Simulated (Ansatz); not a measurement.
Problem. Predict a relaxed structure of nido-B5H9 (I for H, site a on B) (B₅H₈I), charge 0, singlet, at B3LYP-D4/def2-SVP (Ansatz).

Solution. 
```xyz
14

B     0.306    0.573   -1.107
B    -0.950    0.718    0.184
B    -0.557   -0.773   -0.523
B     1.107   -0.738   -0.163
B    -0.153   -0.606    1.122
I    -2.842    1.757    0.345
H     0.430    1.029   -2.205
H    -1.229   -1.581   -1.089
H     1.975   -1.526   -0.401
H    -0.453   -1.241    2.088
H    -0.010    1.587   -0.265
H    -0.353    0.706    1.402
H     1.192   -0.395    1.143
H     1.536    0.491   -0.531
```
Point group Cs (tolerance 0.1 Å). This is one stationary point.

In the def2 sets I takes a core potential; there is no spin–orbit coupling. Another isomer (singlet) lies 0.06 eV lower at PBE0-D4/def2-TZVP; other spin states weren't run for this one.
